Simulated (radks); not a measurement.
Question: Successive ionisation energies (eV) of one element, from differences of total energies of ions in their ground configurations, starting at charge 0: 6.875, 13.953, 30.972, 41.125, 77.033, 96.461, 116.88, 138.22, 160.42, 183.42, 207.20, 231.71, 256.93, 282.83, 384.02, 412.64, 441.67, 471.07, 500.78, 530.77, 613.57, 645.30. Method: scalar-relativistic Kohn-Sham, PBE, spin-unpolarised, spherical densities, point nucleus; computed with a radial shooting solver on a logarithmic mesh with Libxc functionals. Which element is it?

Answer: Tin (Z = 50). The first species listed is Sn in [Kr] 4d10 5s2 5p2, the last Sn21+ in [Ar] 3d10 4s1.
